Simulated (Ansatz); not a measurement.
CH2F (SMILES [CH2]F), charge 0, multiplicity 2, relaxed at each level with Ansatz (a first-principles code); harmonic frequencies from differences of analytic forces, average atomic masses, frozen cores. Open shells are unrestricted.

```csv
level,harmonic frequencies (cm⁻¹),ZPE (eV),cost over HF/def2-TZVPP (rough)
HF/def2-TZVPP,789 1266 1273 1588 3267 3411,0.719,×1
r2SCAN/def2-TZVPP,478 1169 1183 1464 3127 3288,0.664,×2
B3LYP/def2-TZVPP,501 1169 1180 1467 3133 3290,0.666,×2
PBE0/def2-TZVPP,505 1174 1218 1469 3148 3305,0.671,×1
wB97X-V/def2-TZVPP,535 1176 1209 1473 3151 3307,0.673,×3
CCSD(T)/cc-pVTZ,602 1186 1202 1492 3146 3300,0.677,×50
```
